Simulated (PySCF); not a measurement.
Compound: C4H13PSSi2.
Geometry (PBE0-D3(BJ)/def2-SVP, Å), atoms numbered from 1 in this order:
```
atom  x, y, z in Å
C1     3.366   -0.050    0.811
C2     2.539    0.781    0.171
C3     1.738    0.434   -1.040
Si4   -0.110    0.318   -0.656
P5    -0.433   -0.999    1.166
Si6   -2.072   -2.267    0.259
S7    -0.763    2.302   -0.171
C8    -2.359    1.937    0.625
H9     3.895    0.261    1.715
H10    3.546   -1.068    0.453
H11    2.385    1.789    0.574
H12    1.850    1.197   -1.831
H13    2.052   -0.532   -1.469
H14   -0.852   -0.210   -1.848
H15    0.623   -1.899    0.822
H16   -3.276   -1.395    0.100
H17   -2.407   -3.384    1.194
H18   -1.720   -2.843   -1.075
H19   -3.066    1.474   -0.078
H20   -2.219    1.286    1.501
H21   -2.772    2.897    0.961
```

Jobs on this species (21 atoms, 96 electrons) with PySCF (density fitting). Hardware of each: Intel Xeon Platinum 8488C, one thread, on a shared host. Other jobs ran on the host; a repeat could differ by tens of per cent or more. Peak memory is the resident size of the whole Python process, interpreter and libraries included.

```csv
level and settings,work,basis functions,SCF cycles,wall time,peak memory
"PBE0-D3(BJ)/def2-SVP, grid level 1",geometry optimisation from a GFN2-xTB start shaken at random,193,?,?,?
"PBE0/pcSseg-1, IEF-PCM acetonitrile",shieldings,229,13,61 s,1.2 GiB
"PBE0/pcSseg-1, IEF-PCM acetone","shieldings, charges and field gradients",229,13,64 s,1.2 GiB
```

Fill in the missing figures.

- PBE0-D3(BJ)/def2-SVP, grid level 1; geometry optimisation from a GFN2-xTB start shaken at random: 3.7 min, 0.89 GiB, 68 SCF cycles

What do all jobs in the table cost together?

About 5.8 min; the longest takes about 64 % of that, and about 3.6 times as long as the shortest.
